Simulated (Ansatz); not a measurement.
`[CH3][SnH2][CH3]` + CH₃SH → `C[S][SnH2][CH3]` + CH₄ at 600 K and 1 bar (ligand exchange at the Sn–C bond).

Calculated with Ansatz (gas phase, PBE0-D4/def2-TZVP geometries, no zero-point term in ΔE). CCSD(T)/CBS is the MP2 limit (def2-TZVPP, def2-QZVPP) plus CCSD(T) − MP2 in def2-TZVPP, frozen cores. This one scheme is used for every species. def2 core potentials past Kr. For Sn outer-core shells are correlated without core-valence functions, which leaves a few kJ/mol of doubt a bond. Each species was taken in one conformer, which may not be the lowest.

```tsv
species	CCSD(T)/CBS energy (Eh)	H − E (kJ/mol)	S (J/(mol·K))
`[CH3][SnH2][CH3]`	-294.93634	283.6	422.2
CH₃SH	-438.22835	152.3	296.8
`C[S][SnH2][CH3]`	-692.73453	301.7	487.4
CH₄	-40.46206	140.4	215.7
```

H − E and S are ideal-gas, rigid-rotor, harmonic terms from PBE0-D4/def2-TZVP, for one conformer and one mirror image of each species. 1 Eh = 2625.50 kJ/mol, R = 8.31446 J/(mol·K).

Question: By hand: ΔE, ΔH, ΔS and ΔG.

Answer: ΔE = (-692.73453) + (-40.46206) − (-294.93634) − (-438.22835) = -0.03190 Eh = -83.8 kJ/mol. Δ(H − E) = 301.7 + 140.4 − 283.6 − 152.3 = 6.2, so ΔH = -77.6 kJ/mol. ΔS = 487.4 + 215.7 − 422.2 − 296.8 = -15.9 J/(mol·K). ΔG = -77.6 − 600 × (-15.9)/1000 = -68.1 kJ/mol.

Question: By hand: the equilibrium constant, and the temperature at which ΔG would vanish if ΔH and ΔS stayed fixed.

Answer: log₁₀ K = −ΔG/(RT ln 10) = 5.9. ΔG = 0 at ΔH/ΔS = 4881 K, far beyond where these terms or the molecules hold.

ΔH outweighs TΔS. A doubt of 5 kJ/mol in ΔE shifts log₁₀ K by 0.4 here. Other conformers and mirror images would add mixing entropy, several J/(mol·K) or more a flexible species. Modes under 60 cm⁻¹, often nearly free rotors, make the harmonic entropy too high. These are equilibria of isolated gas molecules and say nothing of rates. Largest T1 diagnostic: 0.011 (customary marks: 0.02 for closed shells, 0.045 for open ones).
